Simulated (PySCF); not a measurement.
EPR parameters of [C5H5ClF2O]+

Species: C₅H₅ClF₂O (charge +1 and doublet state).
Cartesian coordinates in Å at the GFN2-xTB level; atoms count from 1:
```
atom  x, y, z in Å
O1    -1.347   -0.485   -2.279
C2    -1.054   -0.350   -1.192
C3    -0.692   -0.247    0.096
C4    -1.421    0.611    1.056
Cl5   -2.814    1.488    0.391
C6     0.594   -0.902    0.514
C7     1.767    0.098    0.332
F8     1.827    0.495   -0.947
F9     1.532    1.195    1.077
H10   -1.773    0.026    1.919
H11   -0.726    1.363    1.473
H12    0.814   -1.781   -0.094
H13    0.555   -1.180    1.568
H14    2.736   -0.333    0.625
```

The hyperfine couplings belong to this conformer and change with its torsions.

As a line formula: `O=[C+][C](CCl)CC(F)F` [radical] (charge +1).

Computed with PySCF, UKS B3LYP, pcH-1 on C Cl F H O, non-relativistic, mean-field spin-orbit, GIAO. One conformer (not necessarily the lowest) at the GFN2-xTB geometry, without solvent, vibrations or thermal averaging. Couplings are sensitive to structure, and on GFN2-xTB geometries they can be far from those on DFT ones, by a factor of two or more for some ions and for spin on atoms past the first row. Stability of the SCF solution: not tested.

* g1, g2, g3: 2.00202, 2.00592, 2.00749
* g_iso: 2.00515
* Form of g: rhombic: the two nearest values differ by 29 % of g3 − g1
* ⟨S²⟩: 0.7546 (exact 0.7500)
* HOMO–LUMO gap, α and β orbitals: 5.14, 2.21 eV
* Total energy: -928.32160 Eh

Hyperfine couplings atom by atom, in mT; T1 to T3 are the principal values of the dipolar part; ρ(0) is the spin density at the nucleus (MHz turned into mT with g_iso):

| atom | isotope | a_iso | of which spin–orbit | T1 | T2 | T3 | Mulliken spin population | ρ(0) (bohr⁻³) |
| --- | --- | --- | --- | --- | --- | --- | --- | --- |
| O1 | 17O | -0.60 | 0.00 | -2.78 | 1.29 | 1.49 | 0.23 | 0.0280 |
| C2 | 13C | -1.36 | 0.00 | -0.56 | 0.00 | 0.56 | 0.05 | -0.0339 |
| C3 | 13C | 1.73 | 0.00 | -1.80 | -1.74 | 3.54 | 0.59 | 0.0432 |
| C4 | 13C | -0.95 | 0.00 | -0.18 | -0.11 | 0.29 | -0.04 | -0.0237 |
| Cl5 | 35Cl | 0.02 | 0.01 | -0.16 | -0.12 | 0.28 | 0.02 | 0.0005 |
| C6 | 13C | -0.68 | 0.00 | -0.12 | -0.05 | 0.17 | -0.04 | -0.0169 |
| C7 | 13C | 1.32 | 0.00 | -0.24 | -0.23 | 0.46 | 0.04 | 0.0330 |
| F8 | 19F | 0.17 | 0.01 | -0.27 | -0.11 | 0.38 | 0.00 | 0.0011 |
| F9 | 19F | 0.40 | 0.01 | -0.97 | -0.86 | 1.83 | 0.01 | 0.0026 |
| H10 | 1H | 4.42 | 0.00 | -0.19 | -0.11 | 0.31 | 0.05 | 0.0278 |
| H11 | 1H | 5.14 | 0.00 | -0.21 | -0.10 | 0.32 | 0.05 | 0.0323 |
| H12 | 1H | 0.87 | 0.00 | -0.14 | -0.08 | 0.22 | 0.01 | 0.0055 |
| H13 | 1H | 0.99 | 0.00 | -0.12 | -0.08 | 0.21 | 0.01 | 0.0062 |
| H14 | 1H | 0.59 | 0.00 | -0.11 | -0.06 | 0.17 | 0.01 | 0.0037 |

Largest spin populations (Mulliken): C3 (+0.59) and O1 (+0.23). The angles at C3 add up to 359.6°, so it is planar.

The SMILES `O=[C+][C](CCl)CC(F)F` draws the unpaired electron on C3, whose computed spin population is only +0.59.

Under fast tumbling the dipolar parts average out, and these isotropic splittings remain: 2 × 1H (H10/H11, I = 1/2, 3 lines) with 4.78 mT, 2 × 1H (H12/H13, I = 1/2, 3 lines) with 0.93 mT, 1 × 1H (H14, I = 1/2, 2 lines) with 0.59 mT and 2 × 19F (F8/F9, I = 1/2, 3 lines) with 0.28 mT.

Nuclei that the bonding pattern makes equivalent are averaged, as if the motion that swaps them (rotation, inversion, ring flip) were fast. The 1H value of +134.2 MHz is a mean of couplings from 124.2 to 144.3 MHz in this one geometry, not an average over conformers. The 19F value of +7.9 MHz is a mean of couplings from 4.8 to 11.1 MHz in this one geometry, not an average over conformers.

The 17O coupling of O1 (-16.9 MHz) shows only in satellite lines or after enrichment, since that isotope makes up about 0.038 % of natural oxygen.

The 13C coupling of C3 (48.6 MHz) shows only in satellite lines or after enrichment, since that isotope makes up about 1.07 % of natural carbon.

Time: 1.7 min wall (with the writing of density and orbital grids); peak memory 0.96 GiB. Hardware: an Arm Neoverse V1 with one thread, no GPU (shared host).
